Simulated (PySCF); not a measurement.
## ZnPb: one state, many levels of theory

State: ³Σ⁻ (triplet), unpaired electrons π ↑↑. Set-up: PySCF, scalar-relativistic core potentials, basis sets Zn def2-SVP, Pb def2-SVP with ECP60. De refers to Zn + Pb in their high-spin ground configurations, without counterpoise correction. The functionals are run spin-unrestricted. A positive dipole means Zn(−)Pb(+). Levels whose curve was spin-contaminated or gave no clean fit are not listed.

| Level | Re (Å) | ωe (cm⁻¹) | De (eV) | μ (D) |
| --- | --- | --- | --- | --- |
| ROHF-MP2 | 2.759 | 126 | 0.56 | n/a |
| ROHF-SCS-MP2 | 2.823 | 111 | 0.433 | n/a |
| ROHF-CCSD | 2.837 | 110 | 0.417 | n/a |
| ROHF-CCSD(T) | 2.807 | 117 | 0.470 | n/a |
| LDA | 2.591 | 170 | 1.17 | -2.09 |
| PBE | 2.688 | 145 | 0.81 | -2.18 |
| r²SCAN | 2.644 | 156 | 0.87 | -2.35 |
| PBE0 | 2.707 | 139 | 0.70 | -2.44 |
| r²SCAN0 | 2.674 | 146 | 0.75 | -2.57 |
| CAM-B3LYP | 2.749 | 123 | 0.51 | -2.26 |
| B2PLYP | 2.758 | 125 | 0.54 | -2.44 |

The bond length runs from 2.591 Å (LDA) to 2.837 Å (ROHF-CCSD). De spans 0.42 eV (ROHF-CCSD, coupled cluster) to 1.17 eV (LDA, local density).

Correlated steps freeze 9 core orbitals. Correlated levels converge slowly with the basis: in double zeta they bind strong bonds too weakly, by up to about 1 eV, and carry superposition errors of some tenths. These are scalar-relativistic numbers at best; spin–orbit coupling would shift them, the dissociation energy most. B2PLYP dipoles, levels and charges come from its SCF part alone. The state was picked by a PBE0 search and need not be the measured ground state.

The whole job (state search and all levels along the bond) took about 2.9 min on 1 thread of AMD EPYC 9R14 (shared host), peak memory 0.78 GiB.
